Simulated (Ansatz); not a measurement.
A nudged elastic band was laid between two geometries of CH$_{8}$GaN (11 atoms, charge 0, multiplicity 1).

Method: RKS PBE0/def2-SVP in Ansatz.

```
movable images  : 7
climbing image  : yes
spring          : 5.0 eV/Å²
optimiser       : quadratic models (default)
start path      : through a guess of the saddle point
force threshold : 0.05 eV/Å
iteration limit : 35
end points      : relaxed
```

Initial state:

```xyz
11
Properties=species:S:1:pos:R:3
Ga -0.073 -0.203 0.423
C 0.066 0.445 2.299
H -0.849 0.250 2.882
H 0.919 -0.001 2.836
H 0.223 1.536 2.305
H 1.255 -0.264 -0.446
H -1.441 0.023 -0.352
N -0.290 -2.330 0.765
H -0.438 -2.821 -0.117
H 0.542 -2.724 1.204
H -1.087 -2.532 1.370
```

Final state:

```xyz
11
Properties=species:S:1:pos:R:3
Ga -0.038 -1.099 -1.360
C -0.120 0.133 3.380
H -1.011 -0.130 3.966
H 0.781 -0.120 3.956
H -0.127 1.212 3.173
H 1.400 -0.848 -1.917
H -1.386 -0.634 -2.003
N -0.158 -2.028 0.196
H -1.030 -2.280 0.646
H 0.636 -2.405 0.699
H -0.122 -0.422 2.431
```

Question: Which bonds break or form, and what moves?

Answer: Bonds broken: Ga1–C2, N8–H11. Bonds formed: C2–H11. CH8GaN becomes CH4 + GaH4N.

Question: What energy profile does the band end with?

Answer: The run converged. The highest image is number 3 of 0 to 8, 1.59 eV above the first end and 1.34 eV above the last; the last end lies 0.25 eV above the first. Neighbouring images differ by up to 1.4 eV, so the band resolves the path poorly. A vibrational analysis at the climbing image gives one clearly imaginary mode, 1471i cm⁻¹: a first-order saddle point. The orbitals stay closed-shell, which can raise the energy where a bond breaks towards radicals; this wasn't checked here.

```csv
image,path coordinate (Å),energy (eV),Ga1–C2 (Å),N8–H11 (Å),C2–H11 (Å)
0,0.00,0.00,1.99,1.02,3.32
1,0.95,0.01,1.99,1.02,3.03
2,1.90,0.20,2.01,1.02,2.28
3,2.84,1.59,2.24,1.36,1.40
4,3.87,0.41,2.92,2.29,1.10
5,4.90,0.28,3.48,2.88,1.10
6,5.93,0.27,4.01,2.85,1.10
7,6.96,0.26,4.47,2.78,1.10
8,7.99,0.25,4.90,2.75,1.10
```

Question: What is the geometry of the highest image?

Answer: 
```xyz
11
Properties=species:S:1:pos:R:3
Ga -0.043 -0.396 0.091
C -0.097 0.000 2.298
H -1.019 -0.042 2.899
H 0.779 -0.140 2.951
H -0.031 1.048 1.942
H 1.403 -0.037 -0.389
H -1.395 0.136 -0.492
N -0.184 -2.252 0.785
H -1.043 -2.780 0.643
H 0.612 -2.881 0.707
H -0.158 -1.278 1.733
```

The run took 11 min on 2 threads of Intel(R) Xeon(R) Platinum 8259CL CPU @ 2.50GHz (Skylake/Cascade Lake), with other jobs on the host, peak memory 0.24 GiB.
